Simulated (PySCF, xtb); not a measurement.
F4H2Si2, SMILES F[SiH](F)[SiH](F)F.

GFN2-xTB (xtb 6.7.1) at its own geometry gives an orbital gap of 4.55 eV and a dipole moment of 0.09 D.

The structure is a stationary point at r2SCAN-D4/def2-SVP. The values are those of a single conformer.

Problem. What does PBE/def2-TZVP (PySCF) give? (The exact figures need the calculation; the answer reports its results.)

Solution. gap 5.54 eV (levels -7.61 and -2.07 eV), dipole 0.00 D.
